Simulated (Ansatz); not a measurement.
Isolated molecules relaxed with PBE0-D4/def2-TZVP in Ansatz; ΔE leaves out vibrations. CBS: MP2 limit from def2 TZ/QZ plus the TZ coupled-cluster correction, frozen cores. This one scheme is used for every species. Functionals use def2-TZVPP. B3LYP here is the variant with VWN-RPA as its local correlation; programs differ in this. For Ge outer-core shells are correlated without core-valence functions, which leaves a few kJ/mol of doubt a bond. Scalar relativity is left out up to krypton. One conformer a species, not always the lowest.

Consider the redistribution: `[OH][AlH2]` + `NC[SiH2][GeH3]` → `NC[SiH2][AlH2]` + `[OH][GeH3]`.

Problem. Is it downhill or uphill in electronic energy at CCSD(T)/CBS, and by how much? (Estimate.)

Solution. Ansatz gave: Uphill: ΔE = +144.8 kJ/mol.

Problem. What do these levels give: PBE-D4, B3LYP-D4, ωB97M-V, B2PLYP, PBE0, B3LYP, HF/def2-TZVPP, MP2/def2-TZVPP, CCSD(T)/def2-TZVPP, HF/CBS(def2), MP2/CBS(def2), CCSD/CBS(def2)? (An estimate is asked.)

Solution. Computed: PBE-D4 135.5, B3LYP-D4 144.0, ωB97M-V 146.0, B2PLYP 142.7, PBE0 134.4, B3LYP 140.0, HF/def2-TZVPP 130.5, MP2/def2-TZVPP 147.8, CCSD(T)/def2-TZVPP 140.2, HF/CBS(def2) 130.4, MP2/CBS(def2) 152.4, CCSD/CBS(def2) 144.5 kJ/mol.

Largest T1 diagnostic among the species: 0.012.

In def2-TZVPP, CCSD(T) changes the Hartree–Fock value by +9.7 kJ/mol (the triples alone add +0.3 kJ/mol) and MP2 by +17.3 kJ/mol. The D4 term adds +4.0 kJ/mol with B3LYP and +2.2 kJ/mol with PBE0; it sums over pairs of atoms, weighted by their polarisabilities, and B3LYP, whose exchange is more repulsive, gets the larger term.
